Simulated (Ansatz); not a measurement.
CH₇NSiZn (`N[CH]([SiH3])[ZnH]`). Total charge 0; spin multiplicity 1. For Zn the d shell is correlated and the shells below it are frozen. Scalar relativity is left out up to krypton.

```xyz
11

N     0.7515    0.1923    1.4341
C     0.0630   -0.4670    0.3059
Si    0.6817    0.2121   -1.3191
Zn   -1.9128   -0.4040    0.3621
H     0.5893    1.1915    1.4311
H     0.4315   -0.1541    2.3298
H     0.3559   -1.5250    0.2987
H     2.1522    0.0635   -1.5087
H     0.3622    1.6674   -1.4171
H    -0.0262   -0.4851   -2.4316
H    -3.4484   -0.2917    0.5148
```

Question: Give the diagnostics of a CCSD(T)/def2-TZVPP run (frozen core, the Gaussian-basis code of Ansatz). (Best estimate.)

Answer: The calculation gave: T1 = 0.0144, largest single amplitude 0.022, largest double 0.019, (T) share of the correlation energy 3.5 %, 12 CCSD cycles. The RHF solution is stable towards an unrestricted one. T1 lies under the customary mark of 0.02 for closed shells.
